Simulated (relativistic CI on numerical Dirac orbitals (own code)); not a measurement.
Level scheme of Sc I

Method of calculation: Dirac-Coulomb-Breit CI, KLI orbitals optimised for each configuration, a model potential for QED, valence Slater integrals scaled by 0.85, P86 correlation energy added to each configuration (own radial code, finite nucleus).

CI space (outside the closed core [Ar]): 3d 4s2, 3d2 4s, 3d 4s 4p, 4s2 4p, 3d2 4p, 3d3, 3d 4s 4d, 3d 4s 4f, 4s2 5p, 3d 4s 5s, 4s2 6s, 4s2 5d, 3d2 4d, 4s2 6p, 3d 4s 5p, 4s2 5g, 3d2 4f, 4s2 7s, 4s2 5f, 3d 4s 6s, 4s2 6d, 4s2 7p, 3d 4s 5d, 3d 4s 6p, 3d2 5s, 3d 4s 5g, 4s2 7d, 3d 4s 7s, 3d 4s 5f, 3d 4s 6d, 3d 4s 7p, 3d 4p 4d, 4s2 5s, 3d 4p2, 4p3, 4p2 5p, 4s 4p2, 4p2 4d, 4p2 4f, 3d 4d2, 4p 4d2, 4d2 5p. Double excitations out of closed p, d and f shells are left out; levels of such configurations are missing from the list, as are those of other unlisted configurations, and high levels can miss mixing partners. These lack a partner that the ground configuration has and come out too high: 4s2 6s, 4s2 5d, 4s2 6p, 4s2 5g, 4s2 7s.

The lowest level is 3d 4s2 2D_3/2, with 92 % of that term; Hund's rules for 3d 4s2 give 2D with J = 3/2, in agreement.

| No. | Configuration | Term | J | E (eV) | % | Landé g | Lifetime (s) |
| --- | --- | --- | --- | --- | --- | --- | --- |
| 1 | 3d 4s2 | 2D | 3/2 | 0.0000 | 92 | 0.799 |  |
| 2 | 3d 4s2 | 2D | 5/2 | 0.0181 | 92 | 1.200 | 3.00e+04 |
| 3 | 3d2(3F) 4s | 4F | 3/2 | 1.6046 | 97 | 0.398 |  |
| 4 | 3d2(3F) 4s | 4F | 5/2 | 1.6071 | 97 | 1.029 |  |
| 5 | 3d2(3F) 4s | 4F | 7/2 | 1.6105 | 97 | 1.239 |  |
| 6 | 3d2(3F) 4s | 4F | 9/2 | 1.6149 | 97 | 1.334 |  |
| 7 | 3d 4s 4p | 4F° | 3/2 | 1.7096 | 97 | 0.404 |  |
| 8 | 3d 4s 4p | 4F° | 5/2 | 1.7183 | 97 | 1.031 |  |
| 9 | 3d 4s 4p | 4F° | 7/2 | 1.7305 | 98 | 1.239 |  |
| 10 | 3d 4s 4p | 4F° | 9/2 | 1.7458 | 98 | 1.334 |  |
| 11 | 3d 4s 4p | 4D° | 1/2 | 1.7702 | 97 | -0.002 |  |
| 12 | 3d 4s 4p | 4D° | 3/2 | 1.7741 | 95 | 1.192 | 2.26e-05 |
| 13 | 3d 4s 4p | 4D° | 5/2 | 1.7807 | 92 | 1.363 | 9.27e-06 |
| 14 | 3d 4s 4p | 4D° | 7/2 | 1.7916 | 97 | 1.429 |  |
| 15 | 3d 4s 4p | 2D° | 5/2 | 1.8062 | 90 | 1.208 | 4.13e-07 |
| 16 | 3d 4s 4p | 2D° | 3/2 | 1.8077 | 92 | 0.803 | 3.92e-07 |
| 17 | 3d 4s 4p | 4P° | 1/2 | 2.0302 | 98 | 2.659 |  |
| 18 | 3d 4s 4p | 4P° | 3/2 | 2.0318 | 97 | 1.730 |  |
| 19 | 3d 4s 4p | 4P° | 5/2 | 2.0365 | 98 | 1.601 |  |
| 20 | 3d2(3F) 4s | 2F | 5/2 | 2.0835 | 88 | 0.857 |  |
| 21 | 3d2(3F) 4s | 2F | 7/2 | 2.0929 | 88 | 1.143 |  |
| 22 | 3d 4s 4p | 2P° | 1/2 | 2.1006 | 53 | 0.677 |  |
| 23 | 3d 4s 4p | 2P° | 3/2 | 2.1149 | 55 | 1.338 |  |
| 24 | 3d2(3P) 4s | 4P | 1/2 | 2.4279 | 96 | 2.670 |  |
| 25 | 3d2(3P) 4s | 4P | 3/2 | 2.4295 | 93 | 1.702 |  |
| 26 | 3d2(3P) 4s | 4P | 5/2 | 2.4301 | 77 | 1.522 |  |
| 27 | 3d2(1D) 4s | 2D | 3/2 | 2.4416 | 89 | 0.833 |  |
| 28 | 3d2(1D) 4s | 2D | 5/2 | 2.4440 | 74 | 1.279 |  |
| 29 | 3d 4s 4p | 2F° | 5/2 | 2.5019 | 94 | 0.857 | 8.19e-07 |
| 30 | 3d 4s 4p | 2F° | 7/2 | 2.5065 | 94 | 1.143 | 1.06e-06 |
| 31 | 3d2(3P) 4s | 2P | 1/2 | 2.8806 | 87 | 0.666 |  |
| 32 | 3d2(3P) 4s | 2P | 3/2 | 2.8829 | 87 | 1.334 |  |
| 33 | 3d2(1G) 4s | 2G | 9/2 | 2.8925 | 95 | 1.111 |  |
| 34 | 3d2(1G) 4s | 2G | 7/2 | 2.8925 | 95 | 0.889 |  |
| 35 | 3d 4s 4p | 2P° | 1/2 | 2.9848 | 77 | 0.666 | 1.46e-08 |
| 36 | 3d 4s 4p | 2D° | 3/2 | 2.9877 | 66 | 0.809 | 4.89e-09 |
| 37 | 3d 4s 4p | 2P° | 3/2 | 2.9882 | 74 | 1.324 | 1.44e-08 |
| 38 | 3d 4s 4p | 2D° | 5/2 | 3.0038 | 67 | 1.200 | 4.85e-09 |
| 39 | 3d 4s 4p | 2F° | 5/2 | 3.1388 | 67 | 0.857 | 4.68e-09 |
| 40 | 3d 4s 4p | 2F° | 7/2 | 3.1542 | 67 | 1.143 | 4.69e-09 |
| 41 | 3d2(3F) 4p | 4G° | 5/2 | 3.6735 | 99 | 0.570 | 1.76e-08 |
| 42 | 3d2(3F) 4p | 4G° | 7/2 | 3.6802 | 99 | 0.984 | 1.75e-08 |
| 43 | 3d2(3F) 4p | 4G° | 9/2 | 3.6887 | 99 | 1.172 | 1.74e-08 |
| 44 | 3d2(3F) 4p | 4G° | 11/2 | 3.6990 | 99 | 1.273 | 1.73e-08 |
| 45 | 3d2(1S) 4s | 2S | 1/2 | 3.7346 | 69 | 2.002 | 1.06e-07 |
| 46 | 3d 4s 4p | 2P° | 1/2 | 3.8189 | 40 | 0.666 | 2.97e-09 |
| 47 | 3d 4s 4p | 2P° | 3/2 | 3.8332 | 39 | 1.334 | 2.96e-09 |
| 48 | 3d2(3F) 4p | 4F° | 3/2 | 3.9146 | 97 | 0.399 | 1.21e-08 |
| 49 | 3d2(3F) 4p | 4F° | 5/2 | 3.9183 | 97 | 1.029 | 1.21e-08 |
| 50 | 3d2(3F) 4p | 4F° | 7/2 | 3.9235 | 97 | 1.238 | 1.21e-08 |
| 51 | 3d2(3F) 4p | 4F° | 9/2 | 3.9301 | 97 | 1.334 | 1.20e-08 |
| 52 | 3d2(3F) 4p | 4D° | 1/2 | 4.1223 | 94 | -0.002 | 9.28e-09 |
| 53 | 3d2(3F) 4p | 4D° | 3/2 | 4.1247 | 94 | 1.200 | 9.28e-09 |
| 54 | 3d2(3F) 4p | 4D° | 5/2 | 4.1288 | 94 | 1.372 | 9.29e-09 |
| 55 | 3d2(3F) 4p | 4D° | 7/2 | 4.1344 | 94 | 1.429 | 9.30e-09 |
| 56 | 3d 4s 5s | 4D | 1/2 | 4.2063 | 99 | -0.003 | 7.96e-09 |
| 57 | 3d 4s 5s | 4D | 3/2 | 4.2097 | 99 | 1.200 | 7.96e-09 |
| 58 | 3d 4s 5s | 4D | 5/2 | 4.2157 | 99 | 1.372 | 7.97e-09 |
| 59 | 3d2(3F) 4p | 2F° | 5/2 | 4.2201 | 70 | 0.858 | 8.23e-09 |
| 60 | 3d 4s 5s | 4D | 7/2 | 4.2245 | 99 | 1.429 | 7.98e-09 |
| 61 | 3d2(3F) 4p | 2F° | 7/2 | 4.2321 | 71 | 1.143 | 8.19e-09 |
| 62 | 3d2(3F) 4p | 2D° | 3/2 | 4.2813 | 76 | 0.800 | 8.96e-09 |
| 63 | 3d2(3F) 4p | 2D° | 5/2 | 4.2898 | 76 | 1.199 | 8.97e-09 |
| 64 | 3d2(3F) 4p | 2G° | 7/2 | 4.3255 | 98 | 0.889 | 1.72e-08 |
| 65 | 3d2(3F) 4p | 2G° | 9/2 | 4.3355 | 98 | 1.111 | 1.72e-08 |
| 66 | 3d 4s 5s | 2D | 3/2 | 4.3877 | 96 | 0.800 | 1.32e-08 |
| 67 | 3d 4s 5s | 2D | 5/2 | 4.3954 | 96 | 1.201 | 1.27e-08 |
| 68 | 3d2(3P) 4p | 2S° | 1/2 | 4.5149 | 99 | 2.002 | 2.02e-08 |
| 69 | 3d 4s 5s | 2D | 3/2 | 4.6794 | 77 | 0.795 | 1.16e-08 |
| 70 | 3d 4s 5s | 2D | 5/2 | 4.6832 | 77 | 1.199 | 1.20e-08 |

Energies count from the lowest computed level; ° marks odd parity; lifetimes are radiative, by E1, M1, E2 decay to levels of this space only; some are left blank where a channel outside the calculation adds to the decay or the decay crosses a small, uncertain gap. Percentages are summed over parent terms; the parents shown are those of the largest component, closed shells are left out there.

The mean weight of the leading LS term, summed over parents, in these 70 levels is 88 %, and that of the leading jj configuration (from the same eigenvectors) 56 %, so LS coupling describes them better.

Correlation outside the listed configurations is missing or only estimated: errors of thousands of cm⁻¹ between configurations and terms are usual at this charge. Rates and lifetimes follow the computed energies and can be off by large factors. The fine structure of a lone outer electron comes out too small, for d and f at times inverted, and misplaced configurations move strength between like terms. 30 of the 36 excited levels that our extract of the measured tables holds in this range could be paired (the sources list more); they are missed by 1314 cm⁻¹ on average and 2146 at most, and levels without a partner can miss by more.

LS names give the leading component of a level, which can be under half, so a name can repeat, a term be missing and a line seem to break the LS rules.
